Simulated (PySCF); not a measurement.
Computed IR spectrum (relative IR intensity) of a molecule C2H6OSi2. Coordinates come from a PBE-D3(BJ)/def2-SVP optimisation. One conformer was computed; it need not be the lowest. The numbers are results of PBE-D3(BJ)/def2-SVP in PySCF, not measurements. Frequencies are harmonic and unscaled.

Lines under 2 % of the strongest are left out, and lines within 2 cm⁻¹ are merged.

```csv
ν (cm⁻¹),relative intensity
303,5.4
340,39
397,12
550,2.3
613,6.9
683,12
699,14
702,6.7
733,100
794,15
848,71
889,32
926,38
939,55
2066,5.4
2127,45
2156,26
2165,34
2181,47
3386,27
3678,34
```

**Question.** Pick the molecule that these values belong to.
A) C=C1[SiH2]O[SiH2]1
B) O[SiH2]C#C[SiH3]
C) C=C1O[SiH2][SiH2]1
D) C#C[SiH2][SiH2]O

**Answer.** D, C#C[SiH2][SiH2]O
